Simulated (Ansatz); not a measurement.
`CC(N)O[SiH3]` + H₂ → `CCO[SiH3]` + NH₃ at 600 K and 1 bar (hydrogenolysis of a C–N bond).

Calculated with Ansatz (gas phase, PBE0-D4/def2-TZVP geometries, no zero-point term in ΔE). CCSD(T)/CBS is the MP2 limit (def2-TZVPP, def2-QZVPP) plus CCSD(T) − MP2 in def2-TZVPP, frozen cores. This one scheme is used for every species. Each species was taken in one conformer, which may not be the lowest.

```csv
species,CCSD(T)/CBS energy (Eh),H − E (kJ/mol),S (J/(mol·K))
`CC(N)O[SiH3]`,-500.50760,366.5,460.5
H₂,-1.17544,43.9,150.8
`CCO[SiH3]`,-445.19614,309.5,418.6
NH₃,-56.50880,112.4,219.5
```

H − E and S are ideal-gas, rigid-rotor, harmonic terms from PBE0-D4/def2-TZVP, for one conformer and one mirror image of each species. For small species the MP2-based limit differs from directly extrapolated CCSD(T) by up to some mEh (0.8 for H₂); such offsets cancel only in part. 1 Eh = 2625.50 kJ/mol, R = 8.31446 J/(mol·K).

By hand: ΔE, ΔH, ΔS and ΔG.

ΔE = (-445.19614) + (-56.50880) − (-500.50760) − (-1.17544) = -0.02190 Eh = -57.5 kJ/mol. Δ(H − E) = 309.5 + 112.4 − 366.5 − 43.9 = 11.5, so ΔH = -46.0 kJ/mol. ΔS = 418.6 + 219.5 − 460.5 − 150.8 = 26.8 J/(mol·K). ΔG = -46.0 − 600 × (26.8)/1000 = -62.1 kJ/mol.

By hand: the equilibrium constant, and the temperature at which ΔG would vanish if ΔH and ΔS stayed fixed.

log₁₀ K = −ΔG/(RT ln 10) = 5.4. ΔH and −TΔS have one sign here, so there is no such temperature.

TΔS isn't small against ΔH here. A doubt of 5 kJ/mol in ΔE shifts log₁₀ K by 0.4 here. Other conformers and mirror images would add mixing entropy, several J/(mol·K) or more a flexible species. Modes under 60 cm⁻¹, often nearly free rotors, make the harmonic entropy too high. These are equilibria of isolated gas molecules and say nothing of rates. Largest T1 diagnostic: 0.011 (customary marks: 0.02 for closed shells, 0.045 for open ones).
